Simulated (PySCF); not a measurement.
Gas-phase reaction: 3 Ga(CH3)2Cl ⇌ 3 GaH2Cl + 2 C3H6 (cyclic)

Computed with PySCF and rigid-rotor harmonic-oscillator thermochemistry at 1 bar. † marks an energy on the PBE0/def2-TZVP geometry and frequencies. MP2 freezes the core. All species are closed-shell singlets. Ga: all electrons, no relativistic terms. Methyl groups turn as free rotors in Ga(CH3)2Cl. Ga(CH3)2Cl, GaH2Cl: computed as isolated molecules; such fragments, hydroxides, amides, oligomers or adducts are transient or little studied in the gas. MP2 isn't extrapolated to the basis-set limit; its ΔH°(298 K) is 424.0 kJ in def2-SVP and 487.8 kJ in def2-TZVPP. The harmonic model lacks anharmonicity and excited electronic states, which grow with temperature; levels with a mode under 35 cm⁻¹ are left out.

```
level               ΔE electronic, kJ  ΔH°(298 K), kJ  ΔS°(298 K), J/K  ΔG°(600 K), kJ
------------------  -----------------  --------------  ---------------  --------------
BLYP/def2-TZVP†                   454             421              202             302
HF/def2-TZVP†                     416             383              202             264
MP2/def2-TZVPP†                   520             488              202             369
PBE0/def2-SVP†                    451             418              202             300
LDA/def2-TZVP†                    495             462              202             343
ωB97M-V/def2-TZVP†                478             446              202             327
ωB97X-V/def2-TZVP†                468             436              202             317
```
ΔH° is lowest at HF/def2-TZVP† and highest at MP2/def2-TZVPP†. No reference value is set beside these.
